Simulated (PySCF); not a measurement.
Electronic structure of Tc (technetium, neutral) at the UHF level

Configuration: [Kr] 4d5 5s2, high-spin 6S determinant. Computed with PySCF 2.14 in x2c-TZVPall (8s6p6d1f, 63 functions), with the spin-free X2C one-electron Hamiltonian (Gaussian nucleus).

* Total energy: -4283.046492 hartree
* One-electron energy: -5905.2032 hartree
* Hartree (Coulomb) energy: 1749.6714 hartree
* Exchange energy: -127.5147 hartree
* ⟨S²⟩: 8.7909
* ⟨L²⟩: 0.000
* Sum of ⟨r⟩: 33.04 bohr
* Sum of ⟨r²⟩: 61.67 bohr²
* Langevin diamagnetic susceptibility: -48.8 ×10⁻⁶ cm³/mol
* Time after the integrals: 0.48 s of wall time on 1 thread of AMD EPYC 7R43 64-Core Processor (shared host)

| shell | electrons | mean orbital energy (hartree) | rms radius, mean of both spins (bohr) |
| --- | --- | --- | --- |
| 1s β | 1 | -777.55291 | 0.0394 |
| 1s α | 1 | -777.55212 | 0.0394 |
| 2s α | 1 | -113.78333 | 0.162 |
| 2s β | 1 | -113.74086 | 0.162 |
| 2p α | 3 | -101.62407 | 0.144 |
| 2p β | 3 | -101.58289 | 0.144 |
| 3s α | 1 | -21.05560 | 0.442 |
| 3s β | 1 | -21.03334 | 0.442 |
| 3p α | 3 | -16.95113 | 0.446 |
| 3p β | 3 | -16.92493 | 0.446 |
| 3d α | 5 | -10.31339 | 0.435 |
| 3d β | 5 | -10.25134 | 0.435 |
| 4s α | 1 | -3.43427 | 1.13 |
| 4s β | 1 | -3.16973 | 1.13 |
| 4p α | 3 | -2.24162 | 1.26 |
| 4p β | 3 | -1.89349 | 1.26 |
| 4d α | 5 | -0.52025 | 1.80 |
| 5s α | 1 | -0.27991 | 3.85 |
| 5s β | 1 | -0.20864 | 3.85 |

Densities and radii are taken from the X2C orbitals without a picture-change correction, which distorts them close to the nucleus.
